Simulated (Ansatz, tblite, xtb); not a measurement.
**SiPH5SeO (SMILES OP[SiH2][SeH]): methods side by side**

SiPH5SeO has 9 atoms, charge 0, and is taken as a singlet. SMILES: `OP[SiH2][SeH]`. The coordinates come from a PBE0-D4/def2-TZVP relaxation. This is one conformer, not always the lowest.

```xyz
9

O    -1.0927   -1.1063    1.3910
P    -1.0879   -0.8412   -0.2492
Si    0.3210    0.9236   -0.3318
Se    2.4619    0.2238    0.0226
H    -0.9506   -2.0403    1.5620
H    -2.2482   -0.0166   -0.3394
H     0.1602    1.5576   -1.6691
H     0.0818    1.9212    0.7420
H     2.4431   -0.6683   -1.1450
```

Each level gives the dipole moment (D). The values are calculated.

```csv
level,kind,program,value (D),CPU time
IPEA1-xTB,semi-empirical,tblite,1.21,under 2 s
GFN2-xTB,semi-empirical,xtb,2.28,under 2 s
GFN0-xTB,semi-empirical,xtb,2.47,under 2 s
GFN1-xTB,semi-empirical,xtb,1.91,under 2 s
HF/STO-3G,Hartree–Fock,Ansatz,2.52,1.8 s
HF/3-21G,Hartree–Fock,Ansatz,1.81,2.1 s
HF/def2-SVP,Hartree–Fock,Ansatz,1.56,5.9 s
r2SCAN/6-31G** (spherical functions),meta-GGA,Ansatz,1.45,18 s
r2SCAN/aug-cc-pVDZ,meta-GGA,Ansatz,1.15,39 s
B3LYP/6-31G* (spherical functions),global hybrid,Ansatz,1.46,12 s
```

All-electron rows without a relativistic Hamiltonian named are non-relativistic. The values span 1.15 to 2.52 D. Sets without polarisation functions give poor dipoles. Without the sets that lack polarisation functions the rows with a basis span only 1.15 to 1.56 D. Times are those of the runs behind each value, whatever else they computed, on shared processors of several kinds: orders of magnitude only.
